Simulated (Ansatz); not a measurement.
Gas-phase electronic energies from Ansatz, PBE0-D4/def2-TZVP geometries. CCSD(T)/CBS is the MP2 limit (def2-TZVPP, def2-QZVPP) plus CCSD(T) − MP2 in def2-TZVPP, frozen cores. Functionals use def2-TZVPP. For Se outer-core shells are correlated without core-valence functions, which leaves a few kJ/mol of doubt a bond. Scalar relativity is left out up to krypton. One conformer a species, not always the lowest.

`CC(Cl)C=O` + `F[Si](F)(F)[SeH]` → `C[Se][Si](F)(F)F` + `O=CCCl`  (substitution at a C–C bond)

```tsv
level	ΔE (kJ/mol)	difference from CCSD(T)/CBS
LDA (SPW92)	28.9	10.0
PBE-D4	14.9	-4.0
r2SCAN-D4	19.0	0.1
PBE0-D4	16.9	-2.0
r2SCAN0-D4	19.8	0.9
BHLYP-D4	16.4	-2.5
PBE-QIDH	19.3	0.4
PBE0	16.8	-2.1
r2SCANh	19.3	0.4
BHLYP	17.2	-1.7
CAM-B3LYP	19.0	0.1
MP2/def2-SVP	35.4	16.5
MP2/def2-TZVPP	18.9	0.0
SCS-MP2/def2-TZVPP	17.1	-1.8
CCSD/def2-TZVPP	19.1	0.2
HF/def2-QZVPP	16.2	-2.7
CCSD(T)/CBS	18.9	0
```

**Question.** What do rigid-rotor, harmonic-oscillator terms from PBE0-D4/def2-TZVP frequencies (298.15 K, 1 bar) make of the CCSD(T)/CBS value? (An estimate is asked.)

**Answer.** Computed: ΔZPE = +4.5 kJ/mol, ΔH = +24.6 kJ/mol, ΔS = 17 J/(mol·K), ΔG = +19.5 kJ/mol. Modes under 50 cm⁻¹ make the entropy rough.

Largest T1 diagnostic among the species: 0.013.

From BLYP to BHLYP (50 % exact exchange), in def2-TZVPP and without D4, ΔE moves by +6.1 kJ/mol. At CCSD(T), def2-SVP lies +17.1 kJ/mol from the extrapolated value and def2-TZVPP +0.4 kJ/mol.

CCSD(T)/CBS has its own doubt, a few kJ/mol and more with outer-core shells, so smaller differences from it don't rank the levels.
